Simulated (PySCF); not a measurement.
Shifts of the heteroatoms

Geometry:
```json
{"atom": "C1", "x (Å)": "-2.321", "y (Å)": "-0.106", "z (Å)": "0.824"}
{"atom": "O2", "x (Å)": "-1.918", "y (Å)": "0.629", "z (Å)": "-0.310"}
{"atom": "C3", "x (Å)": "-0.652", "y (Å)": "0.278", "z (Å)": "-0.791"}
{"atom": "C4", "x (Å)": "0.488", "y (Å)": "0.548", "z (Å)": "0.192"}
{"atom": "C5", "x (Å)": "0.953", "y (Å)": "1.761", "z (Å)": "0.295"}
{"atom": "O6", "x (Å)": "1.343", "y (Å)": "2.859", "z (Å)": "0.279"}
{"atom": "O7", "x (Å)": "0.898", "y (Å)": "-0.516", "z (Å)": "0.991"}
{"atom": "C8", "x (Å)": "2.167", "y (Å)": "-1.044", "z (Å)": "0.659"}
{"atom": "H9", "x (Å)": "-1.658", "y (Å)": "0.080", "z (Å)": "1.675"}
{"atom": "H10", "x (Å)": "-2.330", "y (Å)": "-1.181", "z (Å)": "0.612"}
{"atom": "H11", "x (Å)": "-3.329", "y (Å)": "0.228", "z (Å)": "1.063"}
{"atom": "H12", "x (Å)": "-0.610", "y (Å)": "-0.798", "z (Å)": "-1.020"}
{"atom": "H13", "x (Å)": "-0.517", "y (Å)": "0.857", "z (Å)": "-1.707"}
{"atom": "H14", "x (Å)": "2.309", "y (Å)": "-1.904", "z (Å)": "1.310"}
{"atom": "H15", "x (Å)": "2.206", "y (Å)": "-1.366", "z (Å)": "-0.387"}
{"atom": "H16", "x (Å)": "2.964", "y (Å)": "-0.315", "z (Å)": "0.838"}
```

Theoretical values (PySCF 2.14.0 with density-fitted response routines): NMR shieldings at PBE0/pcSseg-1/GIAO, coordinates at the GFN2-xTB level. No solvent, one computed conformer, averaged over atoms made equivalent by symmetry, fast rotation or ring inversion, relativity neglected.

Problem. Predict the 17O NMR data.

Solution. 
```
atoms      environment  σ (ppm)  δ (ppm)
   O6  carbonyl oxygen   -154.1    407.1
   O2     ether oxygen    293.8     -1.0
   O7     ether oxygen    327.1    -31.3
```

Shieldings were converted by a linear fit to measured shifts: 17O: δ = 266.70 − 0.911σ (rms 10.7 ppm, 155 shifts, 12.2 ppm with the 3 outliers that the fit left out vs liquid water, solution or neat liquid). Occasional misses reach two or three times the rms, and more in compound classes unlike the fitted ones.

On a 300 MHz spectrometer 17O resonates near 40.7 MHz, so 1 ppm is 40.7 Hz.
